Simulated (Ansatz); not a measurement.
`[OH][Zr]([F])([F])[Br]` + NH₃ → `[NH2][Zr]([OH])([F])[F]` + HBr at 400 K and 1 bar (ligand exchange at a Zr–Br bond).

Calculated with Ansatz (gas phase, PBE0-D4/def2-TZVP geometries, no zero-point term in ΔE). CCSD(T)/CBS adds triple-zeta CCSD(T) − MP2 to the extrapolated MP2 energy (def2 sets, frozen cores). This one scheme is used for every species. Elements past krypton have def2 core potentials. For Br, Zr outer-core shells are correlated without core-valence functions, which leaves a few kJ/mol of doubt a bond. Scalar relativity is left out up to krypton. Each species was taken in one conformer, which may not be the lowest.

| species | CCSD(T)/CBS energy (Eh) | H − E (kJ/mol) | S (J/(mol·K)) |
| --- | --- | --- | --- |
| `[OH][Zr]([F])([F])[Br]` | -2895.97895 | 79.7 | 412.7 |
| NH₃ | -56.50880 | 104.2 | 203.1 |
| `[NH2][Zr]([OH])([F])[F]` | -378.52886 | 144.9 | 412.2 |
| HBr | -2573.91920 | 27.6 | 207.2 |

H − E and S are ideal-gas, rigid-rotor, harmonic terms from PBE0-D4/def2-TZVP, for one conformer and one mirror image of each species. 1 Eh = 2625.50 kJ/mol, R = 8.31446 J/(mol·K).

Q: By hand: ΔE, ΔH, ΔS and ΔG.

A: ΔE = (-378.52886) + (-2573.91920) − (-2895.97895) − (-56.50880) = 0.03969 Eh = 104.2 kJ/mol. Δ(H − E) = 144.9 + 27.6 − 79.7 − 104.2 = -11.4, so ΔH = 92.8 kJ/mol. ΔS = 412.2 + 207.2 − 412.7 − 203.1 = 3.6 J/(mol·K). ΔG = 92.8 − 400 × (3.6)/1000 = 91.4 kJ/mol.

Q: By hand: the equilibrium constant, and the temperature at which ΔG would vanish if ΔH and ΔS stayed fixed.

A: log₁₀ K = −ΔG/(RT ln 10) = -11.9. ΔG = 0 at ΔH/ΔS = 25778 K, far beyond where these terms or the molecules hold.

The number of gas molecules stays the same, so ΔS is small and ΔH decides. A doubt of 5 kJ/mol in ΔE shifts log₁₀ K by 0.7 here. Other conformers and mirror images would add mixing entropy, several J/(mol·K) or more a flexible species. These are equilibria of isolated gas molecules and say nothing of rates. Largest T1 diagnostic: 0.017 (customary marks: 0.02 for closed shells, 0.045 for open ones).
